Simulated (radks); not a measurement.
Question: Fe, configuration [Ar] 3d6 4s2 (the NIST ground configuration). Method: Dirac Kohn-Sham, PBE, spin-unpolarised, spherical densities, finite nucleus; open shells fill j = l - 1/2 first; Fermi nuclear charge, rms radius 3.7377 fm; computed with a radial shooting solver on a logarithmic mesh with Libxc functionals. Some entries of the table are withheld. Estimate them.

orbital  occ.  eigenvalue (eV)  <r> (bohr)  <1/r> (bohr^-1)
1s1/2       2        -6997.267     0.05845            25.98
2s1/2       2              (1)      0.2667            5.580
2p1/2       2        -706.4909      0.2334              (2)
2p3/2       4        -694.0102      0.2365              (3)
3s1/2       2         -93.9560      0.8106            1.751
3p1/2       2              (4)      0.8515            1.621
3p3/2       4              (5)      0.8609            1.599
3d3/2       4          -7.5667       1.138            1.209
3d5/2       2          -7.4149       1.145            1.203
4s1/2       2          -5.2888       2.989           0.4360

Answer: 
(1) 2s1/2 eigenvalue (eV): -819.3955
(2) 2p1/2 <1/r> (bohr^-1): 5.526
(3) 2p3/2 <1/r> (bohr^-1): 5.427
(4) 3p1/2 eigenvalue (eV): -61.0248
(5) 3p3/2 eigenvalue (eV): -59.4832
